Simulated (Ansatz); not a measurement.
Ideal-gas functions of `[InH3]` at 500 K and 1 bar, from an Ansatz frequency run at PBE0-D4/def2-TZVP.

Molar mass 117.84 g/mol, point group D3h (symmetry number 6), electronic degeneracy 1, moments of inertia 4.494, 4.494, 8.988 u Å². Harmonic wavenumbers (cm⁻¹, unscaled): 604, 604, 625, 1820, 1820, 1828.

Use S(trans) = R[1.5 ln M + 2.5 ln T − 1.1517]; rotational temperatures θ = 24.2544 K / I; S(rot) = R[ln(√π/σ · √(T³/θAθBθC)) + 1.5]; for each mode x = 1.438777 ν̃/T, S = R[x/(eˣ − 1) − ln(1 − e⁻ˣ)] and H = RT x/(eˣ − 1); 1 cm⁻¹ = 0.0119627 kJ/mol; R = 8.31446 J/(mol·K).

Q: By hand: the entropy, in J/(mol·K).

A: Translation 179.1. Rotation: θ = 5.3971, 5.3971, 2.6985 K, giving 61.7. Vibration, mode by mode: 4.69, 4.69, 4.47, 0.28, 0.28, 0.27, in all 14.7. Electronic 0.0. Sum 255.5 J/(mol·K).

Q: By hand: H − E and G − E in kJ/mol, counted from the electronic energy.

A: Zero-point energy ½ × 7301 × 0.0119627 = 43.7; thermal vibration 4.9; translation, rotation and pV give 4 RT = 16.6. H − E = 65.2 kJ/mol, and G − E = 65.2 − 500 × 255.5/1000 = -62.5 kJ/mol.

Vibration gives 6 % of the entropy.
